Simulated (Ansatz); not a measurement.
A nudged elastic band was laid between two geometries of CH$_{2}$OSTe (6 atoms, charge 0, multiplicity 1).

Method: Ansatz 0.2.0, RKS PBE-D4/def2-SVP.

```
movable images  : 5
climbing image  : yes
spring          : 5.0 eV/Å²
optimiser       : quadratic models (default)
start path      : IDPP
force threshold : 0.05 eV/Å
iteration limit : 60
end points      : relaxed
```

Initial state:

```xyz
6
Properties=species:S:1:pos:R:3
O 1.361 0.585 -0.760
C 0.941 -0.530 -0.583
S -0.684 -1.033 0.018
Te -1.872 1.082 0.270
H 1.535 -1.471 -0.769
H -1.281 1.367 1.824
```

Final state:

```xyz
6
Properties=species:S:1:pos:R:3
O 1.830 -1.333 -0.867
C 0.951 -0.552 -0.612
S -0.613 -1.086 0.152
Te -1.840 1.014 0.288
H 0.977 0.560 -0.806
H -1.305 1.397 1.844
```

(1) What changes between the two ends?

(2) What energy profile does the band end with?

(3) What is the geometry of the highest image?

(4) What are the harmonic wavenumbers there?

## Answers

(1) No bond is made or broken. The dihedral H5–C2–S3–Te4 goes from -177 to 1°.

(2) The run converged. The highest image is number 3 of 0 to 6, 10.1 kcal/mol above the first end and 9.4 kcal/mol above the last; the last end lies 0.7 kcal/mol above the first. A vibrational analysis at the climbing image gives one clearly imaginary mode, 215i cm⁻¹: a first-order saddle point.

```csv
image,path coordinate (Å),energy (kcal/mol),dihedral H5–C2–S3–Te4 (°)
0,0.00,0.0,-177
1,0.59,2.0,-154
2,1.18,7.4,-125
3,1.77,10.1,-97
4,2.48,7.3,-64
5,3.19,2.9,-31
6,3.90,0.7,1
```

(3) 
```xyz
6
Properties=species:S:1:pos:R:3:forces:R:3
O 1.775 0.426 0.013 0.00 -0.01 0.00
C 1.049 -0.421 -0.424 0.00 0.01 0.00
S -0.364 -1.199 0.533 0.00 -0.01 0.00
Te -2.029 0.501 0.046 0.01 0.00 0.00
H 1.145 -0.866 -1.453 0.00 0.00 0.00
H -1.576 1.559 1.286 0.00 0.01 0.00
```

(4) 215i, 101, 237, 342, 411, 605, 656, 889, 1274, 1797, 2009, 2878 cm⁻¹.

Run time: 110 s on 1 thread of AMD EPYC 7R43 64-Core Processor (Zen 3), on a shared host, peak memory 0.13 GiB.
